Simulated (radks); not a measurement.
The numbers below are computed, except where a source is named.
Ionisation of the zinc ion Zn+, [Ar] 3d10 4s1, to [Ar] 3d10 as the strength of local exchange is varied. Code: a radial shooting solver on a logarithmic mesh with Libxc functionals. Model: Dirac Kohn-Sham, Slater X-alpha exchange (alpha = 2/3 is LDA exchange), no correlation, spin-unpolarised, spherical densities, finite nucleus; Fermi nuclear charge, rms radius 3.9283 fm.

alpha  E(Zn+) (hartree)  exchange (hartree)  IE (eV)  -e of the level emptied (eV)  <r> of it (bohr)
0.667       -1790.41949           -65.96187   17.646                13.226 (4s1/2)             2.413
0.832       -1806.81604           -83.07688   18.966                14.541 (4s1/2)             2.335
0.844       -1808.01468           -84.33380   19.063                14.639 (4s1/2)             2.330
0.978       -1821.45613           -98.48118   20.160                15.749 (4s1/2)             2.270
0.981       -1821.75824           -98.80025   20.185                15.774 (4s1/2)             2.269
1.018       -1825.48860          -102.74392   20.492                16.087 (4s1/2)             2.253

NIST Atomic Spectra Database: 17.964 eV (measured). The Delta-SCF value meets it near alpha = 0.71. Spin polarisation and multiplet splitting are left out, so open shells lie too high by an amount that depends on their filling.

Beside tabulated values, note that spin-unpolarised runs miss the spin-polarisation part of the exchange energy of open shells.
